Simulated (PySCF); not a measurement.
# Unknown compound

The spectra below were simulated for a compound C6H9N3.

¹H NMR (600 MHz, computed): δ 9.39 (br s, 1H), 8.01 (d, 1H), 7.24 (d, 1H), 6.29 (s, 1H), 2.73 (q, 2H), 1.24 (t, 3H).

¹³C{¹H} NMR (computed): δ 160.2 (C), 155.4 (C), 151.5 (CH2), 92.4 (CH), 27.3 (CH2), 20.2 (CH3).

[PySCF 2.14.0 with density-fitted response routines: GFN2-xTB structure; shielding tensors at PBE0/pcSseg-1 (GIAO); rapidly exchanging positions averaged; isolated molecule; no relativistic terms; one conformer]

Shifts are taken against calculated references (same method and geometry level): ¹H and ¹³C vs TMS.

Problem. Which candidate is it?
A. CC(C)c1cncnn1
B. C=Nc1cc(CC)n[nH]1
C. Cc1cnn(C2CC2)n1
D. Cc1nnnc(C)c1C
E. CCCc1ncncn1
F. C=Cn1cc(CC)nn1

Solution. B. 

1. Rings plus π bonds: 4 (1 ring in the answer).
2. 6 carbon signals for 6 carbons: no two carbons are equivalent.
3. Carbon types of the structure: 2 × C, 1 × CH, 2 × CH2, 1 × CH3, leaving 1 H on heteroatoms.
4. δC 160.2: substituted aromatic carbon next to a ring nitrogen.
5. δC 155.4: aromatic carbon bearing nitrogen; the electronegative substituent deshields the carbon that carries it.
6. δC 151.5: C=N carbon.
7. δC 92.4: aromatic CH.
8. δH 9.39: hydrogen on a pyrrole-type ring nitrogen; exchangeable; this is the value without hydrogen bonding to other molecules.

The others: CC(C)c1cncnn1 would give 5 carbon signals, not 6; Cc1nnnc(C)c1C would give 4 carbon signals, not 6; C=Cn1cc(CC)nn1 would give 6 signals for carbon-bound and other non-exchanging H, not 5; Cc1cnn(C2CC2)n1 would give 5 carbon signals, not 6; CCCc1ncncn1 would give 5 carbon signals, not 6.

OH and NH positions are those of a molecule without intermolecular hydrogen bonds; in solution they move with solvent, concentration and temperature, and exchange usually removes their couplings. Shifts are as computed. Against solution values, carbons near 30 ppm lie about +3 ppm off and those near 130 ppm about +5 ppm. Of 1309 compounds with measured shifts, 239 miss one by over three times the rms of a fit or turn the order of signals round; such compounds aren't used in these exercises. Multiplicities follow the n + 1 count of equivalent neighbours, as no J values were calculated; m marks all less simple cases, F and P coupling included.
